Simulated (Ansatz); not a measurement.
A further run on the cluster Cu₂Te (the lowest singlet isomer of a short search).

```yaml
crystal:
  periodic: [false, false, false]
  atoms:
    - {symbol: Cu, position_ang: [-0.249949, 0.410622, -1.404496]}
    - {symbol: Cu, position_ang: [1.011947, 0.593620, 0.909554]}
    - {symbol: Te, position_ang: [-0.761998, -1.004242, 0.494952]}
basis:
  gaussian: {orbitals: def2-mTZVPP}
hamiltonian: {xc: {name: wB97X}}
scf: {omitted_lower_state_checks: [starts]}
output: {forces: true}
```

```sh
$ ansatz run in.yaml --threads 2 --pin off --events-out ev --progress --plain --max-ram 22528MiB --backend cpu
```

Output, abridged:

```
Functional definition: wB97X
  name "wB97X"
  cite "Chai & Head-Gordon, J. Chem. Phys. 128, 084106 (2008) doi:10.1063/1.2834918"
  cite "Becke, J. Chem. Phys. 107, 8554 (1997) doi:10.1063/1.475007"
  parameter omega = 0.3/bohr
  parameter cx = 0.157706
  parameter cx1 = 0.726479
  parameter cx2 = 1.04760
  parameter cx3 = -5.70635
  parameter cx4 = 13.2794
  parameter css1 = -4.33879
  parameter css2 = 18.2308
  parameter css3 = -31.7430
  parameter css4 = 17.2901
  parameter cos1 = 2.37031
  parameter cos2 = -11.3995
  parameter cos3 = 6.58405
  parameter cos4 = -3.78132
  # The coefficients of nought are those of the uniform gas.
  exchange = spin_sum(e_x_unif_sr(omega)*poly(b97_u_x, 1 - cx, cx1, cx2, cx3, cx4)) + cx*exact_x_sr(omega)
      + exact_x_lr(omega)
  correlation = spin_sum(e_c_pw_same_spin*poly(b97_u_same, 1, css1, css2, css3, css4))
      + integral(e_c_pw_opposite_spin*poly(b97_u_opposite, 1, cos1, cos2, cos3, cos4))
these checks for a lower state are left out or cut short: starts
1150 factors; integrals over basis functions are off by at most 9.9e-4 eV
218 factors; integrals over basis functions are off by at most 7.3e-5 eV
mean field evaluation 1: about -96572.9151 eV, gradient 8.5e1 eV
mean field evaluation 2: about -96533.8094 eV, gradient 2.5e2 eV
mean field evaluation 4: about -96579.6582 eV, gradient 2.3e0 eV
mean field evaluation 8: about -96579.7640 eV, gradient 1.2e-1 eV
mean field evaluation 16: about -96579.7641 eV, gradient 6.5e-4 eV
mean field -96579.76412525 eV, -3549.2408674875 hartree, gradient 6.7e-5 eV, S^2 0.000000; 0 other end points of the search recorded, 0 dependent functions left out
the calculation of the forces begins
reference -96579.76409026 eV, -3549.2408662017 hartree; 41, 41 occupied and 61, 61 virtual orbitals, 1150 factors
Total energy: -96579.76409026 eV, -3549.2408662017 hartree
Atom 0 at    -0.249949     0.410622    -1.404496 Å, force    -0.004693    -0.078210     0.155547 eV/Å
Atom 1 at     1.011947     0.593620     0.909554 Å, force    -0.127510    -0.096021    -0.069675 eV/Å
Atom 2 at    -0.761998    -1.004242     0.494952 Å, force     0.132203     0.174231    -0.085871 eV/Å
Dipole moment:     0.645406     0.850585    -0.419218 e Å
Checks for a lower state left out: starts
```

Hardware: 2 threads of AMD EPYC 7R13 on a shared host. Wall time 8 s.

In the def2 sets Te takes a core potential; there is no spin–orbit coupling.
